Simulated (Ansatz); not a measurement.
Consider the formal loss of a carbene: `[GeH3][CH2][TeH]` → `[CH2]` (triplet) + `[GeH3][TeH]`.

Program: Ansatz. Geometries: PBE0-D4/def2-TZVP. ΔE: electronic, gas phase. CBS: MP2 limit from def2 TZ/QZ plus the TZ coupled-cluster correction, frozen cores. This one scheme is used for every species. DFT in def2-TZVPP. Triplets are unrestricted, without spin–orbit coupling. Elements past krypton have def2 core potentials. For Ge, Te outer-core shells are correlated without core-valence functions, which leaves a few kJ/mol of doubt a bond. Scalar relativity is left out up to krypton.

`[GeH3][CH2][TeH]`:

```xyz
9

Ge    1.214    0.597   -0.242
C    -0.542   -0.269   -0.290
Te   -1.299   -0.601    1.688
H     1.109    1.944    0.490
H     1.700    0.833   -1.682
H     2.216   -0.304    0.496
H    -0.459   -1.232   -0.793
H    -1.247    0.365   -0.827
H    -2.693   -1.333    1.161
```

`[CH2]` (triplet):

Z-matrix (Å, degrees):
```
C
H 1 1.079
H 1 1.079 2 134.9
```

`[GeH3][TeH]`:

Z-matrix (Å, degrees):
```
Ge
Te 1 2.558
H 1 1.535 2 110.6
H 1 1.535 2 110.7 3 122.1
H 1 1.534 2 105.3 3 -119.0
H 2 1.658 1 91.6 3 -60.4
```

| level | ΔE (kcal/mol) |
| --- | --- |
| PBE-D4 | 86.7 |
| r2SCAN-D4 | 79.4 |
| ωB97X-V | 88.1 |
| PBE0 | 82.3 |
| MP2/def2-TZVPP | 88.3 |
| HF/def2-QZVPP | 48.0 |
| MP2/def2-QZVPP | 89.9 |
| MP2/CBS(def2) | 91.0 |

Q: What does CCSD(T)/CBS give? (An estimate is asked.)

A: Ansatz gave: +87.7 kcal/mol. The listed levels differ from it by -1.0, -8.3, 0.4, -5.4, 0.6, -39.7, 2.2, 3.3 kcal/mol.

Largest T1 diagnostic among the species: 0.011.

In def2-TZVPP, CCSD(T) changes the Hartree–Fock value by +37.2 kcal/mol (the triples alone add +3.3 kcal/mol) and MP2 by +40.5 kcal/mol. From PBE to PBE0 (25 % exact exchange), in def2-TZVPP and without D4, ΔE moves by −2.5 kcal/mol.
